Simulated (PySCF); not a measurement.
Al(F)(Me)(vinyl) (C3H6AlF), SMILES [CH3][Al]([F])[CH]=C.

Coordinates come from a PBE-D3(BJ)/def2-SVP optimisation. The structure was generated by enumeration; whether it is a known compound was not checked. The values are those of a single conformer.

Calculation: PBE-D3(BJ)/def2-SVP run with PySCF.

Frequencies are harmonic and unscaled.

Problem. Give all harmonic wavenumbers and intensities. (Estimate from the structure and the level; the computed values follow.)

Solution. 
| mode | ν (cm⁻¹) | IR (km/mol) | moving atoms (share of kinetic energy) |
|---|---|---|---|
| 1 | 43 | 0.0 | H 98 % |
| 2 | 75 | 0.8 | C 49 %, H 31 %, F 15 % |
| 3 | 117 | 1.0 | C 55 %, H 27 %, Al 10 % |
| 4 | 198 | 14.7 | F 42 %, C 24 %, H 19 %, Al 15 % |
| 5 | 203 | 10.7 | Al 47 %, H 35 %, F 10 % |
| 6 | 285 | 7.1 | C 52 %, H 18 %, F 17 %, Al 12 % |
| 7 | 438 | 27.1 | H 69 %, C 25 % |
| 8 | 535 | 0.9 | C 69 %, H 20 %, F 10 % |
| 9 | 626 | 68.5 | H 71 %, C 20 %, Al 9 % |
| 10 | 657 | 12.0 | H 67 %, C 25 % |
| 11 | 703 | 145.4 | Al 48 %, C 33 %, H 19 % |
| 12 | 844 | 130.2 | Al 48 %, F 45 % |
| 13 | 957 | 28.4 | H 72 %, C 28 % |
| 14 | 960 | 14.8 | H 87 %, C 12 % |
| 15 | 1026 | 9.4 | H 93 % |
| 16 | 1169 | 29.0 | H 79 %, C 21 % |
| 17 | 1221 | 4.2 | H 71 %, C 29 % |
| 18 | 1371 | 6.0 | H 87 %, C 13 % |
| 19 | 1377 | 1.1 | H 95 % |
| 20 | 1378 | 11.5 | H 90 %, C 10 % |
| 21 | 1597 | 16.1 | C 83 %, H 17 % |
| 22 | 2969 | 1.2 | H 97 % |
| 23 | 3026 | 21.1 | H 95 % |
| 24 | 3056 | 5.3 | H 92 %, C 8 % |
| 25 | 3059 | 2.4 | H 91 %, C 9 % |
| 26 | 3074 | 5.4 | H 91 %, C 9 % |
| 27 | 3111 | 15.7 | H 89 %, C 11 % |
